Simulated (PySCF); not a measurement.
Run times: silver in cc-pVTZ-PP with ECP28MDF

Measured wall times of calculations with PySCF 2.14 in cc-pVTZ-PP with ECP28MDF (5s5p4d2f1g, 63 functions), with a scalar-relativistic core potential, run from one Python driver. Hardware: 1 thread of Neoverse-N1 on a shared host, 1.3 GiB allowed. The two-electron integrals over 63 functions were computed once and kept in memory (0.72 CPU seconds with the set-up); the times below exclude them. Kohn-Sham runs start from converged Hartree-Fock orbitals.

Launch command (the driver calls PySCF for each step listed in the task file):

```bash
OMP_NUM_THREADS=1 python atomrun2.py TASK.json OUT
```

```json
{"species": "Ag⁺ [Kr] 4d10", "step": "UHF", "iterations": "1", "wall time (s)": "0.39"}
{"species": "Ag⁺ [Kr] 4d10", "step": "BP86", "iterations": "5", "wall time (s)": "0.98"}
{"species": "Ag⁺ [Kr] 4d10", "step": "MN15", "iterations": "6", "wall time (s)": "2.7"}
{"species": "Ag⁺ [Kr] 4d10", "step": "MP2 (10 electrons)", "iterations": "", "wall time (s)": "0.21"}
{"species": "Ag²⁺ [Kr] 4d9", "step": "UHF", "iterations": "8", "wall time (s)": "0.56"}
{"species": "Ag²⁺ [Kr] 4d9", "step": "BP86", "iterations": "6", "wall time (s)": "1.1"}
{"species": "Ag²⁺ [Kr] 4d9", "step": "MN15", "iterations": "7", "wall time (s)": "3"}
{"species": "Ag²⁺ [Kr] 4d9", "step": "MP2 (9 electrons)", "iterations": "", "wall time (s)": "0.21"}
```

Peak memory of the process: 0.23 GiB. Times on a shared host vary from run to run.
